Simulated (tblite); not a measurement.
C₅H₁₄As₂.
Numbering: `[CH3:1][CH:2]([CH3:3])[C@@H:4]([AsH2:5])[CH2:6][AsH2:7]` (hydrogens: H8, H9, H10 on C1; H11 on C2; H12, H13, H14 on C3; H15 on C4; H16, H17 on As5; H18, H19 on C6; H20, H21 on As7)

Cartesian coordinates in Å at the GFN2-xTB level; atoms count from 1:
```xyz
21
C5H14As2 angstrom
C     -1.219   -1.439   -0.151
C     -0.717   -0.107   -0.697
C     -1.885    0.856   -0.884
C      0.365    0.517    0.190
As    -0.365    1.070    1.981
C      1.558   -0.406    0.409
As     2.226   -1.230   -1.278
H     -0.434   -2.195   -0.178
H     -1.558   -1.317    0.881
H     -2.054   -1.799   -0.747
H     -0.263   -0.293   -1.689
H     -2.424    0.974    0.060
H     -2.581    0.478   -1.630
H     -1.532    1.834   -1.207
H      0.724    1.423   -0.319
H      0.955    1.625    2.436
H     -0.761    2.456    1.550
H      1.296   -1.220    1.095
H      2.372    0.159    0.877
H      2.675    0.081   -1.865
H      3.613   -1.448   -0.743
```

Level: GFN2-xTB in tblite, geometry and Hessian alike; calculated harmonic values, unscaled, isolated species. Against measured fundamentals such values can be off by several per cent, at times by over 20. Modes of hydrogen on arsenic can be 10 to 20 % off. One conformer, not necessarily the lowest.

Harmonic wavenumbers (cm⁻¹): 83.2, 96.0, 122.3, 136.1, 154.8, 172.6, 188.1, 228.2, 262.2, 291.7, 375.9, 452.0, 478.1, 577.7, 599.4, 672.4, 732.9, 735.6, 762.8, 837.3, 889.4, 945.0, 970.2, 985.4, 1009.3, 1027.4, 1075.1, 1079.0, 1097.2, 1145.1, 1181.2, 1197.6, 1223.2, 1291.2, 1312.5, 1331.2, 1397.5, 1411.2, 1454.4, 1473.9, 1485.8, 1490.4, 1500.5, 1904.6, 1912.3, 1922.4, 1927.7, 2794.5, 2857.9, 2883.4, 2914.0, 2959.5, 2965.8, 2987.4, 3008.5, 3028.4, 3033.7.

A = 1831, B = 523.1, C = 447.1 MHz; mass 223.953 u (most abundant isotopes); point group C1, symmetry number 1.

What is the zero-point energy?

½Σν̃ = 36517 cm⁻¹ = 436.83 kJ/mol.

Entropy at 500 K, 1 bar (ideal gas, RRHO, classical rotation)?

Translation 187.09, rotation 136.14, vibration 226.36: S = 549.6 J/(mol K).

And Cp and H(500 K) − H(0)?

Cp = 260.41 J/(mol K), of which vibrations give 227.15 (their classical limit is 57 R = 473.9); H(500 K) − H(0) = 75.86 kJ/mol without the zero-point energy, 59.23 from vibrations.

Which modes carry the vibrational entropy at 500 K?

83.2 cm⁻¹: 20.22; 96.0 cm⁻¹: 19.04; 122.3 cm⁻¹: 17.04; 136.1 cm⁻¹: 16.16; 154.8 cm⁻¹: 15.11; 172.6 cm⁻¹: 14.22 J/(mol K); the other 51 give 124.58 together.

How do the functions run with temperature in this model?

```json
{"T (K)": "150", "S (J/(mol K))": "342.9", "Cp (J/(mol K))": "109.9", "H − H(0) (kJ/mol)": "10.50", "G − H(0) (kJ/mol)": "-40.94", "ln q(vib)": "2.77"}
{"T (K)": "250", "S (J/(mol K))": "409.1", "Cp (J/(mol K))": "153.3", "H − H(0) (kJ/mol)": "23.63", "G − H(0) (kJ/mol)": "-78.64", "ln q(vib)": "5.73"}
{"T (K)": "298.15", "S (J/(mol K))": "438.0", "Cp (J/(mol K))": "175.3", "H − H(0) (kJ/mol)": "31.54", "G − H(0) (kJ/mol)": "-99.04", "ln q(vib)": "7.15"}
{"T (K)": "400", "S (J/(mol K))": "495.9", "Cp (J/(mol K))": "220.8", "H − H(0) (kJ/mol)": "51.75", "G − H(0) (kJ/mol)": "-146.63", "ln q(vib)": "10.11"}
{"T (K)": "600", "S (J/(mol K))": "600.1", "Cp (J/(mol K))": "293.9", "H − H(0) (kJ/mol)": "103.62", "G − H(0) (kJ/mol)": "-256.45", "ln q(vib)": "15.80"}
{"T (K)": "900", "S (J/(mol K))": "734.1", "Cp (J/(mol K))": "365.7", "H − H(0) (kJ/mol)": "203.48", "G − H(0) (kJ/mol)": "-457.21", "ln q(vib)": "23.87"}
```

q(vib) and H(0) count from the zero-point level.

What must be added to the electronic energy to get the Gibbs energy at 500 K and 1 bar?

ZPE + [H(500 K) − H(0)] − T·S = 436.83 + 75.86 − 274.80 = 237.89 kJ/mol.

Blend soft modes into free rotors: weight 1/[1 + (100 cm⁻¹/ν̃)⁴] for the oscillator and the rest for a rotor with moment μB/(μ + B), μ = h/(8π²ν), B = 10⁻⁴⁴ kg m². What vibrational entropy results?

217.37 J/(mol K) in place of 226.36, which changes −T·S at 500 K by +4.50 kJ/mol.

Hindered rotation and anharmonicity are outside this model. Other conformers, if any are populated, would add a mixing term that is left out. The structure is chiral; the term R ln 2 for an equal mix with its mirror image is left out.
